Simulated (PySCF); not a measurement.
Vertical excitations of a molecule C₂H₅NO₂Si from TDA-LC-ωPBE/def2-SVPD (PySCF 2.14.0), as energy in eV (oscillator strength): 4.69 (0.000), 7.14 (0.138), 7.59 (0.012), 7.86 (0.009), 8.18 (0.034), 8.32 (0.126), 8.51 (0.002), 8.66 (0.035), 8.77 (0.054), 9.12 (0.069). Lowest triplet (TDA): 3.70 eV. Geometry: B3LYP-D3(BJ)/def2-SVP. Other conformers were not sampled.

Problem. Which structure fits?
A. O[Si@@H]1C=NCO1
B. [SiH3]OC1=NCO1
C. O=C/N=C/O[SiH3]
D. O[Si@@H]1COC=N1

Solution. A, O[Si@@H]1C=NCO1
